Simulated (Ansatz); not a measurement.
Cost and result up the ladder for BCOF₃ (relaxed from a model of B(CO)F3, whose bonding it doesn't keep) (6 atoms). Total charge 0; singlet. Geometry: r2SCAN-D4/def2-SVP.

| atom | x (Å) | y (Å) | z (Å) |
| --- | --- | --- | --- |
| B1 | -0.232 | -1.026 | 0.001 |
| C2 | 0.354 | 1.568 | -0.001 |
| O3 | 0.603 | 2.670 | -0.002 |
| F4 | 0.206 | -1.170 | 1.235 |
| F5 | 0.577 | -1.257 | -1.014 |
| F6 | -1.508 | -0.784 | -0.219 |

Ansatz on 4 threads of Arm Neoverse V2 on a shared host. Times are rough, and most runs start from the orbitals of an earlier one. ωB97X-V/def2-TZVP serves as the yardstick here, not as an exact answer. Differences are given only for rows in sets of like size (and for xTB, whose basis is part of the method), since another set adds its own error. Binding counts from free atoms at the same level (B doublet, C triplet, O triplet, F doublet; other spins of the atoms weren't run), without zero-point energy or a counterpoise term.

Correlated methods freeze 6 core orbitals. In the singlet geometry the species has come apart into loosely held pieces.

Correlated methods converge slowly with the basis.

| level | functions | wall time | binding energy per atom (eV) | difference from ωB97X-V/def2-TZVP (eV) |
| --- | --- | --- | --- | --- |
| HF/STO-3G | 30 | 0.1 s | 3.53 | – |
| PBE-D4/def2-SVP | 84 | 0.45 s | 5.58 | – |
| PBE0-D4/def2-SVP | 84 | 0.6 s | 5.33 | – |
| HF/def2-TZVP | 186 | 0.7 s | 3.87 | -1.39 |
| BLYP-D4/def2-TZVP | 186 | 0.9 s | 5.32 | 0.06 |
| PBE-D4/def2-TZVP (with forces) | 186 | 1 s | 5.45 | 0.20 |
| PBE0-D4/def2-TZVP | 186 | 1.2 s | 5.24 | -0.01 |
| MP2/def2-TZVP | 186 | 1.2 s | 5.44 | 0.19 |
| BHLYP-D4/def2-TZVP | 186 | 1.2 s | 4.96 | -0.29 |
| PBE-D4/def2-TZVPD | 234 | 1.4 s | 5.44 | 0.18 |
| PBE-QIDH/def2-TZVP | 186 | 2.3 s | 5.22 | -0.03 |
| r2SCAN-D4/def2-TZVPD | 234 | 2.5 s | 5.27 | 0.02 |
| ωB97X-V/def2-TZVP | 186 | 2.9 s | 5.25 | 0.00 |
| CCSD(T)/def2-TZVPP | 186 | 52 s | 5.15 | -0.11 |
